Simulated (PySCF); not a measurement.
A structure optimised at PBE-D3(BJ)/def2-SVP, used in a PySCF frequency run:

```xyz
5

F     -1.6772     0.6003     0.0000
C     -0.3523     0.4180     0.0000
Cl     0.4584     1.9996     0.0000
Br     0.1345    -0.5986    -1.6103
Br     0.1345    -0.5986     1.6103
```

Q: Write its SMILES, formula and point group.

A: FC(Cl)(Br)Br, CBr2ClF, Cs

Q: What are its rotational constants (standard atomic weights)?

A: 1.8519, 1.0536, 0.81242 GHz
